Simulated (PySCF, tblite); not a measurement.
Calculations on `N[SiH2][C@@H](C(=C)C#[C])B` [radical], in the order of a workflow; each names the level of the geometry that it ran on. Settings lines and outputs come from a driver script.

Species: C₅H₉BNSi (doublet state).
SMILES with atom numbers: `[BH2:1][C@@H:2]([SiH2:3][NH2:4])[C:5](=[CH2:6])[C:7]#[C:8]` (hydrogens: H9, H10 on B1; H11 on C2; H12, H13 on Si3; H14, H15 on N4; H16, H17 on C6)

Step 1: GFN2-xTB geometry optimisation, gas phase (tblite 0.8.0) (from a force-field or distance-geometry start)
```json
{"job": {"kind": "relax", "xc": "GFN2-xTB", "basis": "xTB"}, "charge": 0, "multiplicity": 2}
```
```
step      E/eV     max force
  0    -570.14060    2.189
  1    -570.28698    1.209
  2    -570.31441    1.990
...
 98    -570.65638    0.018
 99    -570.65641    0.018
100    -570.65643    0.014
101    -570.65645    0.010
102    -570.65647    0.009
```

Energy lowered by 11.9 kcal/mol over 102 steps; largest atomic force 0.009 eV/Å at the end. «max force» is the largest atomic force in eV/Å.

Step 2: GFN2-xTB harmonic vibrations, gas phase (tblite 0.8.0) (on the GFN2-xTB geometry)
```json
{"job": {"kind": "ir", "xc": "GFN2-xTB", "basis": "xTB"}, "charge": 0, "multiplicity": 2}
```
```
(table of modes left out)
```

45 modes from 31 to 3525 cm⁻¹ (unscaled, harmonic); zero-point energy 73.8 kcal/mol; all wavenumbers are real at this level.

Step 3: UKS B3LYP, pcH-1 on B C H N Si, non-relativistic, mean-field spin-orbit, GIAO (PySCF 2.14.0) (on the GFN2-xTB geometry)
```json
{"job": {"kind": "epr", "basis": "pcH-1"}, "charge": 0, "multiplicity": 2}
```
```
...
E = -564.88512605 Eh   <S^2> = 0.7851 (exact 0.7500)
g shifts (ppm)      1          2          3
  rmc          -146       -146       -146
  gc             -5          9         37
  oz_so        -173       1453       3857
  total        -323       1317       3748
hyperfine (MHz)  atom isotope    a_iso     a_fc   dipolar eigenvalues
    0   11B      -2.28      -2.28     -0.68     -0.16      0.84
    1   13C      -0.04      -0.04     -0.71     -0.16      0.86
    2  29Si       3.90       3.91     -0.80     -0.46      1.26
    3   14N      -0.19      -0.19     -0.37     -0.15      0.52
    4   13C     -17.16     -17.17    -12.74      3.95      8.79
    5   13C      29.48      29.53    -32.49    -31.50     63.99
    6   13C      36.37      36.32    -31.94    -19.60     51.54
    7   13C     233.07     232.91    -61.80    -38.02     99.82
    8    1H       1.31       1.31     -0.52     -0.42      0.94
    9    1H       1.65       1.64     -1.42     -0.95      2.37
   10    1H      -0.82      -0.82     -1.96     -1.15      3.11
   11    1H       1.62       1.62     -0.53     -0.35      0.88
   12    1H      -0.42      -0.42     -0.96     -0.84      1.80
   13    1H       0.04       0.04     -0.99     -0.50      1.49
   14    1H      -0.11      -0.11     -2.49     -1.32      3.81
...
```

⟨S²⟩ 0.785; g_iso 2.0039. rmc, gc and oz_so are the mass-correction, gauge-correction and orbital-Zeeman/spin–orbit parts of the g shift along its three principal axes; a_iso is the isotropic hyperfine coupling and a_fc its Fermi-contact part. The log counts atoms from 0, this text from 1.

Q: Which step took the most CPU time, and about what did each take on one thread, Arm Neoverse V2 (aarch64), no GPU (shared host)?

A: Step 3, about 99 % of the total. CPU time by step: 1: 0.64 s, 2: 0.53 s, 3: 1.9 min.

Geometry of the electronic-property runs (GFN2-xTB):
```
atom  x, y, z in Å
B1     0.295    1.658    1.394
C2     0.014    0.247    0.837
Si3   -1.517    0.442   -0.339
N4    -1.618   -1.092   -1.098
C5     1.078   -0.427    0.049
C6     1.772    0.112   -0.959
C7     1.311   -1.788    0.408
C8     1.701   -2.810    0.923
H9    -0.363    2.065    2.272
H10    1.131    2.337    0.937
H11   -0.354   -0.433    1.609
H12   -2.668    0.832    0.487
H13   -1.287    1.437   -1.388
H14   -2.389   -1.327   -1.697
H15   -1.223   -1.916   -0.672
H16    1.534    1.092   -1.335
H17    2.577   -0.418   -1.439
```

 (This holds for the electronic-property runs.)

One conformer stands for the species.
